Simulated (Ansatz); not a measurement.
Reaction (SMILES): F[Si](Cl)(N[SiH3])O[SiH3] + 6 [H][H] (H2) → Cl (HCl) + F (HF) + N (NH3) + O (H2O) + 3 [SiH4] (SiH4)
Structures are relaxed separately at B3LYP-D3(BJ)/def2-TZVP in Ansatz (a quantum-chemistry and plane-wave program), one conformer each, not searched for the lowest.

Wanted: energy of full hydrogenation (electronic energy difference), in kcal/mol. Correlated levels leave the core frozen unless marked. No spin-orbit coupling. No relativistic terms. CBS(X,Y): correlation extrapolated as X^-3; Hartree-Fock from the larger set.

```tsv
level	program	energy of full hydrogenation (kcal/mol)	minus last row
PBE0-D4/def2-TZVP	Ansatz + dftd4	106.2	-6.6
HSE06/def2-TZVPD	Ansatz	95.3	-17.5
LC-wPBE/def2-TZVPD	Ansatz	99.0	-13.8
wB97M-V/def2-TZVPD	Ansatz	108.6	-4.2
B2PLYP/def2-TZVPD	Ansatz	107.4	-5.4
RI-MP2/CBS(cc-pV(T+d)Z,cc-pV(Q+d)Z)	Ansatz	120.4	7.6
SCS-MP2/aug-cc-pV(T+d)Z	Ansatz	110.9	-1.9
CCSD/STO-3G	Ansatz	90.5	-22.3
CCSD/6-31G*	Ansatz	129.6	16.8
CCSD(T)/CBS(cc-pV(T+d)Z,cc-pV(Q+d)Z)	Ansatz	112.8	0.0
```
